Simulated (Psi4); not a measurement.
CH3O2 (SMILES OC=[OH+]), charge +1, singlet, geometry from GFN2-xTB. Base run: BLYP/def2-SV(P) (Psi4).

Geometry (Å):
```xyz
6

O     -1.0543    -0.4075    -0.1256
C     -0.1044     0.4041    -0.0468
O      1.1119     0.1846     0.1514
H     -0.9156    -1.3769    -0.0299
H     -0.3782     1.4631    -0.1696
H      1.4596    -0.7278     0.2739
```
Charge +1, spin multiplicity 1.
All else is at Psi4's defaults (density fitting).

The base run was repeated with changes; each row names its change, and settings that it needs were set with it.

```
change                                    E (Eh)  core-seconds (rough)
------------------------------------  ----------  --------------------
base                                  -189.85183                     3
functional = bp86                     -189.89308                     5
functional = tpss                     -189.91325                     6
functional = hf (with energy('scf'))  -188.88901                     2
functional = hse06                           [?]                     8
functional = revpbe                   -189.83595                     5
functional = m06-l                    -189.86464                     5
functional = mn15                            [?]                     5
functional = r2scan                   -189.78709                     6
functional = tpssh                           [?]                     7
functional = wb97x-v                  -189.82323                    50
functional = pw6b95                          [?]                     5
functional = bhhlyp                   -189.78515                     4
```

Task: Some entries are withheld; supply them.

Result: 
- functional = hse06, E (Eh): -189.69989
- functional = mn15, E (Eh): -189.67790
- functional = tpssh, E (Eh): -189.88983
- functional = pw6b95, E (Eh): -190.09898

Totals shift with the method and basis; they matter in differences.
